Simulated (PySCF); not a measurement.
CH₂NO, doublet, at a GFN2-xTB geometry, with bond 5-2 at 1.8 times its length; CASSCF(9,9)/def2-SVP (PySCF).

PySCF was given this input:
```python
from pyscf import gto, scf, mcscf
import numpy

mol = gto.Mole()
mol.atom = '''
    N     0.858769   -0.694137   -0.061975
    C    -0.355104   -0.279071    0.065387
    O    -0.539529    0.943159    0.003322
    H     1.582982    0.001164   -0.204188
    H    -1.781433   -1.600234    0.342088
'''
mol.basis = 'def2-svp'
mol.charge = 0
mol.spin = 1
mol.verbose = 4
mol.build()

mf = scf.ROHF(mol)
mf.kernel()
mc = mcscf.CASSCF(mf, 9, 9)
mc.fix_spin_(ss=0.75)
mc.kernel()
occ = numpy.linalg.eigvalsh(mc.fcisolver.make_rdm1(mc.ci, mc.ncas, mc.nelecas))[::-1]
ss = mc.fcisolver.spin_square(mc.ci, mc.ncas, mc.nelecas)[0]
print('natural occupations', occ.round(4), ' <S^2>', round(ss, 4))
```

Q: What does PySCF print? Leave out banner, timings and long lists.

A: 
```
PySCF version 2.14.0

[INPUT] verbose = 4
[INPUT] num. atoms = 5
[INPUT] num. electrons = 23
[INPUT] charge = 0
[INPUT] spin (= nelec alpha-beta = 2S) = 1
[INPUT] symmetry False subgroup None
[INPUT] Mole.unit = angstrom
[INPUT] Symbol           X                Y                Z      unit          X                Y                Z       unit  Magmom
[...]
nuclear repulsion = 63.1514384576658
number of shells = 24
number of NR pGTOs = 86
number of NR cGTOs = 52
basis = def2-svp
ecp = {}

******** <class 'pyscf.scf.rohf.ROHF'> ********
method = ROHF
initial guess = minao
damping factor = 0
level_shift factor = 0
DIIS = <class 'pyscf.scf.diis.CDIIS'>
diis_start_cycle = 1
diis_space = 8
diis_damp = 0
SCF conv_tol = 1e-09
SCF conv_tol_grad = None
SCF max_cycles = 50
direct_scf = True
direct_scf_tol = 1e-13
num. doubly occ = 11  num. singly occ = 1
Set gradient conv threshold to 3.16228e-05
init E= -168.186582813562
[...]
cycle= 1 E= -167.761478201567  delta_E= 0.425  |g|= 0.774  |ddm|= 1.62
[...]
cycle= 2 E= -167.676861944308  delta_E= 0.0846  |g|= 1.01  |ddm|= 1.17
[...]
cycle= 3 E= -167.932089017533  delta_E= -0.255  |g|= 0.113  |ddm|= 0.756
[...]
cycle= 4 E= -167.941478341293  delta_E= -0.00939  |g|= 0.0638  |ddm|= 0.143
[...]
cycle= 5 E= -167.945393005981  delta_E= -0.00391  |g|= 0.0348  |ddm|= 0.106
[...]
cycle= 6 E= -167.946613500639  delta_E= -0.00122  |g|= 0.0165  |ddm|= 0.0631
[...]
cycle= 7 E= -167.947401288943  delta_E= -0.000788  |g|= 0.0134  |ddm|= 0.0526
[...]
cycle= 8 E= -167.947806987102  delta_E= -0.000406  |g|= 0.0145  |ddm|= 0.0211
[...]
cycle= 9 E= -167.947706486296  delta_E= 0.000101  |g|= 0.0138  |ddm|= 0.00504
[...]
cycle= 10 E= -167.946603063491  delta_E= 0.0011  |g|= 0.00441  |ddm|= 0.108
[...]
cycle= 11 E= -167.946612707765  delta_E= -9.64e-06  |g|= 0.00136  |ddm|= 0.00649
[...]
cycle= 12 E= -167.94661453551  delta_E= -1.83e-06  |g|= 0.000791  |ddm|= 0.00335
[...]
cycle= 13 E= -167.946613300569  delta_E= 1.23e-06  |g|= 0.000205  |ddm|= 0.00431
[...]
cycle= 14 E= -167.946613333495  delta_E= -3.29e-08  |g|= 9.44e-05  |ddm|= 0.000917
[...]
cycle= 15 E= -167.946613337025  delta_E= -3.53e-09  |g|= 5.75e-05  |ddm|= 0.000185
[...]
cycle= 16 E= -167.946613332717  delta_E= 4.31e-09  |g|= 1.28e-05  |ddm|= 0.00035
[...]
cycle= 17 E= -167.946613332414  delta_E= 3.03e-10  |g|= 2.85e-06  |ddm|= 5.21e-05
[...]
Extra cycle  E= -167.946613332426  delta_E= -1.23e-11  |g|= 2.17e-06  |ddm|= 5.24e-06
converged SCF energy = -167.946613332426

******** <class 'pyscf.mcscf.mc1step.CASSCF'> ********
CAS (5e+4e, 9o), ncore = 7, nvir = 36
max_cycle_macro = 50
max_cycle_micro = 4
conv_tol = 1e-07
conv_tol_grad = None
orbital rotation max_stepsize = 0.02
orbital rotation threshold for CI restart = 0.01
augmented hessian ah_max_cycle = 30
augmented hessian ah_conv_tol = 1e-12
augmented hessian ah_linear dependence = 1e-14
augmented hessian ah_level shift = 1e-08
augmented hessian ah_start_tol = 2.5
augmented hessian ah_start_cycle = 3
augmented hessian ah_grad_trust_region = 3
kf_trust_region = 3
kf_interval = 4
ci_response_space = 4
ci_grad_trust_region = 3
with_dep4 0
natorb = False
canonicalization = True
sorting_mo_energy = False
ao2mo_level = 2
internal_rotation = False
******** <class 'pyscf.fci.addons.SpinPenaltyFCISolver'> ********
max. cycles = 50
conv_tol = 1e-08
davidson only = True
linear dependence = 1e-12
level shift = 0.001
max iter space = 12
nroots = 1
pspace_size = 400
spin = None
CASCI E = -168.042929046943  S^2 = 0.7500000
Set conv_tol_grad to 0.000316228
macro iter   1 ( 21 JK    4 micro), CASSCF E = -168.094801624148  dE = -5.18725772e-02  S^2 = 0.7500000
               |grad[o]|=0.164  |grad[c]|=0.0613  |ddm|=0.138  |maxRot[o]|=0.268
macro iter   2 ( 21 JK    4 micro), CASSCF E = -168.108807304563  dE = -1.40056804e-02  S^2 = 0.7500000
               |grad[o]|=0.0738  |grad[c]|=0.0188  |ddm|=0.0496  |maxRot[o]|=0.305
macro iter   3 ( 18 JK    4 micro), CASSCF E = -168.112661247416  dE = -3.85394285e-03  S^2 = 0.7500000
               |grad[o]|=0.0349  |grad[c]|=0.0126  |ddm|=0.0324  |maxRot[o]|=0.251
macro iter   4 ( 12 JK    4 micro), CASSCF E = -168.112888423693  dE = -2.27176277e-04  S^2 = 0.7500000
               |grad[o]|=0.0111  |grad[c]|=0.004  |ddm|=0.0239  |maxRot[o]|=0.054
macro iter   5 ( 13 JK    4 micro), CASSCF E = -168.112912379659  dE = -2.39559655e-05  S^2 = 0.7500000
               |grad[o]|=0.00413  |grad[c]|=0.00138  |ddm|=0.00822  |maxRot[o]|=0.00684
macro iter   6 ( 14 JK    4 micro), CASSCF E = -168.121381779320  dE = -8.46939966e-03  S^2 = 0.7500000
               |grad[o]|=0.00145  |grad[c]|=0.000526  |ddm|=0.00264  |maxRot[o]|=0.00183
macro iter   7 ( 21 JK    4 micro), CASSCF E = -168.126965827665  dE = -5.58404834e-03  S^2 = 0.7500000
               |grad[o]|=0.0859  |grad[c]|=0.0187  |ddm|=0.0169  |maxRot[o]|=0.159
macro iter   8 ( 21 JK    4 micro), CASSCF E = -168.128042931660  dE = -1.07710400e-03  S^2 = 0.7500000
               |grad[o]|=0.0153  |grad[c]|=0.0272  |ddm|=0.0097  |maxRot[o]|=0.0984
macro iter   9 ( 17 JK    4 micro), CASSCF E = -168.130168244625  dE = -2.12531296e-03  S^2 = 0.7500000
               |grad[o]|=0.0092  |grad[c]|=0.0605  |ddm|=0.0249  |maxRot[o]|=0.167
macro iter  10 ( 12 JK    3 micro), CASSCF E = -168.133178933965  dE = -3.01068934e-03  S^2 = 0.7500000
               |grad[o]|=0.00828  |grad[c]|=0.0303  |ddm|=0.0181  |maxRot[o]|=0.147
macro iter  11 ( 12 JK    3 micro), CASSCF E = -168.137172582698  dE = -3.99364873e-03  S^2 = 0.7500000
               |grad[o]|=0.00971  |grad[c]|=0.0332  |ddm|=0.0171  |maxRot[o]|=0.149
macro iter  12 ( 21 JK    4 micro), CASSCF E = -168.141391800819  dE = -4.21921812e-03  S^2 = 0.7500000
               |grad[o]|= 0.01  |grad[c]|=0.0629  |ddm|=0.0429  |maxRot[o]|=0.201
macro iter  13 ( 21 JK    4 micro), CASSCF E = -168.143220079644  dE = -1.82827883e-03  S^2 = 0.7500000
               |grad[o]|=0.0231  |grad[c]|=0.038  |ddm|=0.0277  |maxRot[o]|=0.116
macro iter  14 ( 21 JK    4 micro), CASSCF E = -168.143316750137  dE = -9.66704928e-05  S^2 = 0.7500000
               |grad[o]|=0.0205  |grad[c]|=0.0309  |ddm|=0.0111  |maxRot[o]|=0.0358
macro iter  15 ( 21 JK    4 micro), CASSCF E = -168.143367446768  dE = -5.06966313e-05  S^2 = 0.7500000
               |grad[o]|=0.0107  |grad[c]|=0.0333  |ddm|=0.0124  |maxRot[o]|=0.0338
macro iter  16 ( 21 JK    4 micro), CASSCF E = -168.143343561141  dE =  2.38856271e-05  S^2 = 0.7500000
               |grad[o]|=0.0105  |grad[c]|=0.0316  |ddm|=0.0104  |maxRot[o]|=0.0326
macro iter  17 ( 20 JK    4 micro), CASSCF E = -168.144200908769  dE = -8.57347627e-04  S^2 = 0.7500000
               |grad[o]|=0.0105  |grad[c]|=0.0163  |ddm|=0.008  |maxRot[o]|=0.0378
macro iter  18 ( 12 JK    3 micro), CASSCF E = -168.145453674611  dE = -1.25276584e-03  S^2 = 0.7500000
               |grad[o]|=0.00901  |grad[c]|=0.0156  |ddm|=0.00869  |maxRot[o]|=0.0666
macro iter  19 ( 21 JK    4 micro), CASSCF E = -168.145491306776  dE = -3.76321649e-05  S^2 = 0.7500000
               |grad[o]|=0.00647  |grad[c]|=0.0204  |ddm|=0.00729  |maxRot[o]|=0.0206
macro iter  20 ( 21 JK    4 micro), CASSCF E = -168.145492279100  dE = -9.72324273e-07  S^2 = 0.7500000
               |grad[o]|=0.00748  |grad[c]|=0.0231  |ddm|=0.00595  |maxRot[o]|=0.00408
macro iter  21 ( 21 JK    4 micro), CASSCF E = -168.145480509043  dE =  1.17700577e-05  S^2 = 0.7500000
               |grad[o]|=0.0075  |grad[c]|=0.0252  |ddm|=0.00611  |maxRot[o]|=0.00384
macro iter  22 ( 19 JK    4 micro), CASSCF E = -168.146359562637  dE = -8.79053594e-04  S^2 = 0.7500000
               |grad[o]|=0.00765  |grad[c]|=0.00555  |ddm|=0.00341  |maxRot[o]|=0.0583
macro iter  23 ( 21 JK    4 micro), CASSCF E = -168.146531113477  dE = -1.71550840e-04  S^2 = 0.7500000
               |grad[o]|=0.00467  |grad[c]|=0.0167  |ddm|=0.00664  |maxRot[o]|=0.0201
macro iter  24 ( 17 JK    4 micro), CASSCF E = -168.146533933445  dE = -2.81996861e-06  S^2 = 0.7500000
               |grad[o]|=0.00521  |grad[c]|=0.0146  |ddm|=0.00376  |maxRot[o]|=0.00281
macro iter  25 ( 17 JK    4 micro), CASSCF E = -168.146534410753  dE = -4.77307367e-07  S^2 = 0.7500000
               |grad[o]|=0.00545  |grad[c]|=0.0138  |ddm|=0.00282  |maxRot[o]|=0.00106
macro iter  26 ( 17 JK    4 micro), CASSCF E = -168.146535838330  dE = -1.42757716e-06  S^2 = 0.7500000
               |grad[o]|=0.0055  |grad[c]|=0.0154  |ddm|=0.00298  |maxRot[o]|=0.0015
macro iter  27 ( 16 JK    4 micro), CASSCF E = -168.146774546250  dE = -2.38707921e-04  S^2 = 0.7500000
               |grad[o]|=0.00537  |grad[c]|=0.0127  |ddm|=0.00151  |maxRot[o]|=0.0268
macro iter  28 ( 15 JK    4 micro), CASSCF E = -168.146799623432  dE = -2.50771811e-05  S^2 = 0.7500000
               |grad[o]|=0.00348  |grad[c]|=0.0109  |ddm|=0.00345  |maxRot[o]|=0.0139
macro iter  29 ( 13 JK    4 micro), CASSCF E = -168.146836653117  dE = -3.70296851e-05  S^2 = 0.7500000
               |grad[o]|=0.00444  |grad[c]|=0.00838  |ddm|=0.00202  |maxRot[o]|=0.00523
macro iter  30 ( 13 JK    4 micro), CASSCF E = -168.146885805649  dE = -4.91525324e-05  S^2 = 0.7500000
               |grad[o]|=0.00405  |grad[c]|=0.00815  |ddm|=0.00219  |maxRot[o]|=0.00844
macro iter  31 ( 11 JK    4 micro), CASSCF E = -168.146965307063  dE = -7.95014137e-05  S^2 = 0.7500000
               |grad[o]|=0.00358  |grad[c]|=0.00503  |ddm|=0.00166  |maxRot[o]|=0.0174
macro iter  32 ( 16 JK    4 micro), CASSCF E = -168.147012049740  dE = -4.67426771e-05  S^2 = 0.7500000
               |grad[o]|=0.00225  |grad[c]|=0.00177  |ddm|=0.00165  |maxRot[o]|=0.0191
macro iter  33 ( 18 JK    3 micro), CASSCF E = -168.147019294304  dE = -7.24456433e-06  S^2 = 0.7500000
               |grad[o]|=0.000935  |grad[c]|=0.000446  |ddm|=0.000707  |maxRot[o]|=0.00895
macro iter  34 ( 13 JK    2 micro), CASSCF E = -168.147019643040  dE = -3.48736194e-07  S^2 = 0.7500000
               |grad[o]|=0.00018  |grad[c]|=0.000221  |ddm|=0.0002  |maxRot[o]|=0.00183
macro iter  35 (  6 JK    1 micro), CASSCF E = -168.147019666479  dE = -2.34384743e-08  S^2 = 0.7500000
               |grad[o]|=5.33e-05  |grad[c]|=0.000121  |ddm|=5.43e-05  |maxRot[o]|=0.000327
1-step CASSCF converged in  35 macro (594 JK 131 micro) steps
CASSCF canonicalization
Density matrix diagonal elements [1.83654635 1.93323833 1.95750789 1.03621942 1.76103622 0.30835823
 0.12777149 0.0215135  0.01780857]
CASSCF energy = -168.147019666479
CASCI E = -168.147019666479  E(CI) = -21.1493379006288  S^2 = 0.7500000
natural occupations [1.9849 1.977  1.913  1.8107 1.0027 0.191  0.0848 0.0203 0.0156]  <S^2> 0.75
```
